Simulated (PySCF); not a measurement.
# TDDFT excited states: C4H9GaO2Si

Species: C4H9GaO2Si.
SMILES with atom numbers: `[SiH3:1][CH2:2][Ga@H-:3]1[O:4][CH:5]=[CH:6][CH:7]=[O+:8]1` (hydrogens: H9, H10, H11 on Si1; H12, H13 on C2; H14 on Ga3; H15 on C5; H16 on C6; H17 on C7)

Level of theory: TDDFT B3LYP/def2-SVPD, vertical, gas phase, core orbitals frozen in the response in PySCF. Geometry: PBE0-D3(BJ)/def2-SVP, one conformer, isolated molecule. The B3LYP/def2-SVPD calculation is non-relativistic and has no spin–orbit coupling, an omission that weighs most on gallium. Torsions of this conformer, `[SiH3:1][CH2:2][Ga@H-:3]1[O:4][CH:5]=[CH:6][CH:7]=[O+:8]1`: Si1–C2–Ga3–O4 -28°.

| state | E (eV) | λ (nm) | ν̃ (cm⁻¹) | f | \|μ\| (D) | main configurations (H = HOMO, L = LUMO) |
| --- | --- | --- | --- | --- | --- | --- |
| S1 | 4.06 | 305.5 | 32730 | 0.029 | 1.37 | H→L (90%), H-1→L (9%) |
| S2 | 4.34 | 285.8 | 34990 | 0.0011 | 0.26 | H-2→L (99%) |
| S3 | 5.05 | 245.5 | 40740 | 0.106 | 2.36 | H-1→L (88%), H→L (8%) |
| S4 | 5.31 | 233.6 | 42810 | 0.0012 | 0.24 | H-3→L (73%), H-5→L (21%) |
| S5 | 5.78 | 214.6 | 46600 | 0.0040 | 0.42 | H-4→L (77%), H-5→L (17%) |
| S6 | 5.83 | 212.6 | 47030 | 0.0014 | 0.25 | H-5→L (53%), H-4→L (22%), H-3→L (22%) |

The lowest singlet comes at 306 nm (392 kJ/mol) in the ultraviolet; it is weak; its leading configuration is HOMO→LUMO (90%). The strongest level in the table is S3 at 5.05 eV (245 nm, f = 0.106). Löwdin shares by element: HOMO carbon 34% or more, oxygen 25% (atoms not listed hold the other 41%); LUMO carbon 51% or more, oxygen 32% (atoms not listed hold the other 17%). Weighted by f, the mean energy of these states is 4.87 eV. The listed states span 1.77 eV, and the widest gap between neighbours is 0.71 eV (S2 to S3). Orbital energies (eV): HOMO-3 -8.70, HOMO-2 -8.24, HOMO-1 -7.88, HOMO -7.04, LUMO -2.41, LUMO+1 0.11, LUMO+2 0.34. Singlets were solved by full linear response.

Time: 89 s wall (with the writing of density and orbital grids). Hardware: x86-64 server, one thread (shared host).
